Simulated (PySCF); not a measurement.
B3LYP has the VWN-RPA correlation part, as in Gaussian. Delta-SCF ions had no search for a lower state. 

Cartesian coordinates (Å):
```xyz
4

Al    -0.0001     0.0001     0.0000
H      1.5712    -0.1022     0.0002
H     -0.8744    -1.3096     0.0003
H     -0.6972     1.4121    -0.0006
```
Charge 0, multiplicity 1.

**Question.** Give the total energy, dipole moment, LUMO, vertical ionisation energy (Delta-SCF) and HOMO at the level PySCF with B3LYP-D3(BJ)/def2-TZVP // M06-2X/def2-TZVP.

**Answer.** 
```json
{
  "total_energy": "-244.2345 Ha",
  "dipole_moment": "0.00 D",
  "LUMO": "-1.97 eV",
  "vertical ionisation energy (Delta-SCF)": "11.22 eV",
  "HOMO": "-8.41 eV"
}
```
